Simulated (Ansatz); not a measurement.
ClFHSSi (`F[Si](S)Cl`) radical, relaxed with UKS PBE0-D4/def2-TZVP in Ansatz from a PBE-D4/def2-SVP geometry. The force threshold is 0.005 eV/Å; the program also tests the step.

The species carries charge 0 and has multiplicity 2.

Start:

```xyz
5

F     1.546    0.407   -0.836
Si   -0.056    0.660   -0.588
S    -0.498    0.496    1.520
Cl   -1.031   -0.803   -1.706
H     0.039   -0.759    1.610
```

| step | energy (eV) | largest force (eV/Å) | largest move (Å) |
| --- | --- | --- | --- |
| 1 | -33960.0286 | 1.002 | 0.000 |
| 2 | -33960.0727 | 0.621 | 0.040 |
| 3 | -33960.0843 | 0.135 | 0.035 |
| 4 | -33960.0855 | 0.108 | 0.018 |
| 5 | -33960.0862 | 0.016 | 0.009 |
| 6 | -33960.0862 | 0.008 | 0.001 |
| 7 | -33960.0862 | 0.005 | 0.003 |

End:

```xyz
5

F     1.506    0.398   -0.822
Si   -0.051    0.640   -0.578
S    -0.489    0.490    1.497
Cl   -1.011   -0.784   -1.693
H     0.044   -0.744    1.597
```

Hardware: 2 threads of a server CPU on a shared host. Wall time 67 s, peak host memory 0.47 GiB.
